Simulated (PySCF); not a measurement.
`FB(F)c1ccco1`, C₄H₃BF₂O

Geometry (Å), atoms numbered from 1 in this order:
```xyz
11

F     2.7745   -0.8078    0.6765
B     2.0911    0.1677    0.1029
F     2.8279    1.1619   -0.3499
C     0.5620    0.1101   -0.0078
C    -0.3224   -0.8629    0.4204
C    -1.6117   -0.4264    0.0724
C    -1.4352    0.7810   -0.5444
O    -0.1486    1.1096   -0.5970
H    -0.0542   -1.7705    0.9214
H    -2.5392   -0.9303    0.2503
H    -2.1386    1.4702   -0.9708
```

The calculation used quadratic response CAM-B3LYP/aug-cc-pVDZ first hyperpolarisability, Taylor convention, gas phase (PySCF 2.14.0). Geometry: GFN2-xTB.

Problem. Give β for the processes computed.

Solution. In au, Taylor convention; the vector part is βᵢ = ⅓ Σⱼ (βᵢⱼⱼ + βⱼᵢⱼ + βⱼⱼᵢ); β∥ is 3/5 of the vector part along the dipole, the dipole points from − to +:
| process | λ (nm) | β vector norm | β∥ | β HRS | depolarisation ratio |
| --- | --- | --- | --- | --- | --- |
| static β(0;0,0) | ∞ | 149.7 | 78.2 | 98.5 | 2.25 |
| second harmonic β(−2ω;ω,ω) | 1907 | 167.6 | 88.9 | 106.9 | 2.32 |
| Pockels β(−ω;ω,0) | 1907 | 155.4 | 81.6 | – | – |
| second harmonic β(−2ω;ω,ω) | 1064 | 217.8 | 118.8 | 130.1 | 2.51 |
| Pockels β(−ω;ω,0) | 1064 | 168.9 | 89.7 | – | – |

Problem. Which lowest excitations, dipole and polarisabilities go with it?

Solution. S1 5.42 eV (f = 0.320); S2 6.32 eV (f = 0.001); S3 6.46 eV (f = 0.022); dipole 3.03 D; isotropic α 62.5 au static, 62.8 au at 1907 nm, 63.3 au at 1064 nm, 63.5 au at 953.5 nm, 66.1 au at 532 nm.
